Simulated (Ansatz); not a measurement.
A nudged elastic band was laid between two geometries of H4O4Sn + H4Si (14 atoms, charge 0, multiplicity 1).

All numbers below come from RHF/def2-SVP in Ansatz.

```yaml
movable_images: 7
climbing_image: yes
spring: 5.0 eV/Å²
optimiser: quadratic models (default)
start_path: through a guess of the saddle point
force_threshold: 0.03 eV/Å
iteration_limit: 60
end_points: relaxed
```

Initial state:

```xyz
14
Properties=species:S:1:pos:R:3
Sn -0.600 -0.574 0.078
O -0.976 -0.950 1.938
H -1.334 -0.257 2.473
O 1.132 0.246 -0.241
H 1.859 -0.322 -0.451
O -1.939 0.676 -0.548
H -1.713 1.251 -1.264
O -0.579 -2.271 -0.855
H -1.104 -2.978 -0.509
Si 2.122 2.861 1.380
H 3.278 1.956 1.192
H 1.608 3.332 0.076
H 2.569 4.039 2.165
H 1.050 2.180 2.142
```

Final state:

```xyz
14
Properties=species:S:1:pos:R:3
Sn 0.440 0.414 -0.225
O -0.660 0.135 2.393
H -1.422 0.431 1.901
O 0.692 0.439 -2.171
H 0.686 -0.403 -2.602
O -1.465 0.928 -0.024
H -1.979 0.934 -0.818
O 0.569 -1.507 0.125
H 0.276 -1.769 0.986
Si 2.014 2.031 1.013
H 2.768 1.263 2.028
H 2.948 2.665 0.059
H 1.187 3.063 1.676
H -0.684 0.565 3.234
```

(1) What changes between the two ends?

(2) What energy profile does the band end with?

(3) What is the geometry of the highest image?

Answers

(1) Bonds broken: Sn1–O2, Si10–H14. Bonds formed: Sn1–Si10, O2–H14. H4O4Sn + H4Si becomes H2O + H6O3SiSn.

(2) The forces met the threshold. The highest image is number 4 of 0 to 8, 2.64 eV above the first end and 3.13 eV above the last; the last end lies 0.49 eV below the first. The profile has 2 maxima (images 4, 7) with wells between them (image 6): this band takes more than one step, which may be the mechanism or a detour left from its start path. Neighbouring images differ by up to 2.6 eV, so the band resolves the path poorly. A vibrational analysis at the climbing image gives one clearly imaginary mode, 1906i cm⁻¹: a first-order saddle point. The orbitals stay closed-shell, which can raise the energy where a bond breaks towards radicals; this wasn't checked here.

| image | path coordinate (Å) | energy (eV) | Sn1–O2 (Å) | Si10–H14 (Å) | Sn1–Si10 (Å) |
| --- | --- | --- | --- | --- | --- |
| 0 | 0.00 | 0.00 | 1.94 | 1.48 | 4.57 |
| 1 | 1.20 | 0.01 | 1.94 | 1.48 | 4.31 |
| 2 | 2.40 | 0.05 | 1.93 | 1.48 | 4.11 |
| 3 | 3.60 | 0.33 | 1.94 | 1.48 | 3.60 |
| 4 | 4.80 | 2.64 | 2.08 | 1.89 | 3.03 |
| 5 | 6.97 | -0.01 | 2.69 | 3.19 | 2.57 |
| 6 | 9.14 | -0.40 | 3.26 | 3.91 | 2.58 |
| 7 | 11.31 | -0.31 | 3.24 | 3.65 | 2.57 |
| 8 | 13.48 | -0.49 | 2.85 | 3.79 | 2.57 |

(3) 
```xyz
14
Properties=species:S:1:pos:R:3:forces:R:3
Sn 0.038 0.089 0.054 0.00 0.00 0.00
O -0.094 -0.097 2.120 0.00 0.00 0.00
H -0.891 -0.194 2.634 0.00 0.00 0.00
O 1.804 -0.315 -0.650 0.00 0.00 0.00
H 1.844 -0.985 -1.318 0.00 0.00 0.00
O -1.105 1.457 -0.712 0.00 0.00 0.00
H -1.829 1.124 -1.225 0.00 0.00 0.00
O -1.024 -1.482 -0.426 0.00 0.00 0.00
H -0.797 -2.329 -0.075 0.00 0.00 0.00
Si 1.515 2.408 1.319 0.00 0.00 0.00
H 2.857 2.196 1.920 0.00 0.00 0.00
H 1.703 2.836 -0.089 0.00 0.00 0.00
H 0.850 3.528 2.040 0.00 0.00 0.00
H 0.502 0.954 1.981 0.00 0.00 0.00
```

The run took 11 min on 4 threads of Arm Neoverse V2 (shared host), peak memory 0.41 GiB.
